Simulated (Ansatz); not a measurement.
One change: `[SiH3]B([SiH3])[SiH3]` becomes `[SiH3][Ga]([SiH3])[SiH3]`.

Ansatz, PBE0-D4/def2-TZVP geometries, multiplicity 1. 

Scalar relativity is left out up to krypton.

| property | `[SiH3]B([SiH3])[SiH3]` |
| --- | --- |
| HOMO energy (PBE/def2-TZVPP) / eV | -6.84 |
| HOMO energy (PBE0/def2-TZVPP) / eV | -8.00 |
| HOMO–LUMO gap (ωB97M-V/def2-TZVPP) / eV | 8.90 |
| HOMO energy (B3LYP/def2-TZVPP) / eV | -7.81 |
| HOMO–LUMO gap (PBE/def2-TZVPP) / eV | 2.80 |
| HOMO energy (ωB97M-V/def2-TZVPP) / eV | -10.09 |

Task: Give the same properties after the change, and the shifts. (Estimate.)

Result: The calculation gave: 
```tsv
property	`[SiH3][Ga]([SiH3])[SiH3]`	shift
HOMO energy (PBE/def2-TZVPP) / eV	-6.29	0.55
HOMO energy (PBE0/def2-TZVPP) / eV	-7.28	0.72
HOMO–LUMO gap (ωB97M-V/def2-TZVPP) / eV	8.31	-0.59
HOMO energy (B3LYP/def2-TZVPP) / eV	-7.08	0.73
HOMO–LUMO gap (PBE/def2-TZVPP) / eV	2.91	0.11
HOMO energy (ωB97M-V/def2-TZVPP) / eV	-9.21	0.88
```

With PBE0 the HOMO rises by 0.72 eV and the LUMO rises by 0.52 eV, so the gap narrows by about 0.20 eV. PBE moves the HOMO by 0.55 eV and ωB97M-V by 0.88 eV.

B3LYP here is the variant with VWN-RPA as its local correlation; programs differ in this.
